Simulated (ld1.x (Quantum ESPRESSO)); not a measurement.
## Scattering properties, TM potential for holmium (Ho)

Ho (Z = 67), norm-conserving Troullier–Martins (Kleinman–Bylander form), made with ld1.x (Quantum ESPRESSO) 7.5 (LDA (PZ), scalar-relativistic). Core [Kr] 4d10, reference 4f11 5s2 5p6 5d0 6s1 6p0 (charge +1). Waves: 5p (bound): rc 1.70 bohr; 5d (bound, empty): rc 2.05 bohr; 4f (bound): rc 1.25 bohr; 5s (bound): rc 1.65 bohr. Local part: the s channel. Core correction: none.

Occupied shells without a wave of their own: 6s. They enter only through the test configuration that unscreens the potential.

The phase is arctan(r·u′/u) with u = r·R(r), unwrapped; energies in Ry, scanned from -6 to 5 Ry. A pole is an energy at which the radial function vanishes at the test radius. The pseudo phase is shifted by a multiple of π to meet the all-electron one at the reference energy, and phase errors are pseudo minus all-electron; the curves can meet again beyond the range given. Levels narrower than the energy grid can be missing from the lists of poles.

| channel | radius (bohr) | reference energy (Ry) | poles, all-electron | poles, pseudo | unbroken range about the reference energy with phases within 0.05 rad | phase error 1 Ry above the reference energy (rad) |
| --- | --- | --- | --- | --- | --- | --- |
| s | 2.26 | -4.20 | -3.88 | -3.88, 4.44 | below -0.6 | -0.002 |
| p | 2.26 | -2.40 | -1.68 | -1.68 | below 1.7 | -0.001 |
| d | 2.26 | -0.52 | 1.55 | 1.53 | below 4.8 | -0.001 |
| f | 2.26 | -0.73 | -0.63 | -0.63 | below 1.9 | +0.001 |

The potential misses its own reference levels by up to 0.3 eV.

Phases in the p channel:

```tsv
E (Ry)	all-electron	pseudo
-6.00	1.344	1.344
-5.74	1.335	1.334
-5.48	1.324	1.323
-5.22	1.311	1.311
-4.96	1.296	1.296
-4.70	1.278	1.277
-4.44	1.255	1.254
-4.18	1.224	1.224
-3.92	1.182	1.181
-3.66	1.119	1.118
-3.40	1.013	1.012
-3.14	0.798	0.796
-2.88	0.250	0.247
-2.62	-0.713	-0.714
-2.36	-1.220	-1.220
-2.10	-1.423	-1.424
-1.84	-1.528	-1.528
-1.58	-1.593	-1.594
-1.32	-1.639	-1.641
-1.06	-1.676	-1.677
-0.80	-1.707	-1.709
-0.54	-1.736	-1.739
-0.28	-1.763	-1.767
-0.02	-1.792	-1.796
0.24	-1.821	-1.828
0.50	-1.855	-1.863
0.76	-1.893	-1.905
1.02	-1.938	-1.955
1.28	-1.995	-2.019
1.54	-2.068	-2.104
1.80	-2.167	-2.224
2.06	-2.307	-2.399
2.32	-2.513	-2.664
2.58	-2.813	-3.038
2.84	-3.201	-3.461
3.10	-3.588	-3.811
3.36	-3.886	-4.051
3.62	-4.090	-4.209
3.88	-4.228	-4.317
4.14	-4.324	-4.395
4.40	-4.395	-4.453
4.66	-4.449	-4.497
4.92	-4.491	-4.534
```
